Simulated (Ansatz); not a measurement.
## Worked example: SiH(OH)3 + In(CH3)Cl → SiH(OH)2O + InH(CH3)Cl

Species: SiH(OH)3, singlet; In(CH3)Cl, doublet; SiH(OH)2O, doublet; InH(CH3)Cl, singlet. A radical takes H: the energy is the difference in strength between the O–H bond broken and the In–H bond made.

Shapes, held fixed at every level: PBE0-D4/def2-TZVP. Flexible molecules stand in one conformer, not always the lowest. Programs: Ansatz 0.2.0. The zero-point and thermal change to 298 K, harmonic and unscaled (PBE0-D4/def2-TZVP), is -13.7 kJ/mol.

At CCSD(T)/def2-TZVPP; 1 Eh = 2625.50 kJ/mol:

```
   species  energy (Eh)
  SiH(OH)3  -517.025900
 In(CH3)Cl  -689.077563
 SiH(OH)2O  -516.324270
InH(CH3)Cl  -689.691849
```

Task: Work out ΔH(298 K) of the reaction at this level.

Result: 
1. Products less reactants: (-516.324270) + (-689.691849) − [(-517.025900) + (-689.077563)] = 0.087344 Eh = +229.3 kJ/mol.
2. With the thermal change: +229.3 + (-13.7) = +215.6 kJ/mol.

Other levels give +154.0 (HF/def2-SVP) to +245.5 kJ/mol (SPW92/def2-TZVPP). No measured value is set beside it here. Spin contamination: In(CH3)Cl (⟨S²⟩ up to 0.78). Open shells run unrestricted. For atoms past krypton def2 sets carry core potentials with scalar relativity. Outer-core shells of In are correlated, in sets that cover them unevenly.
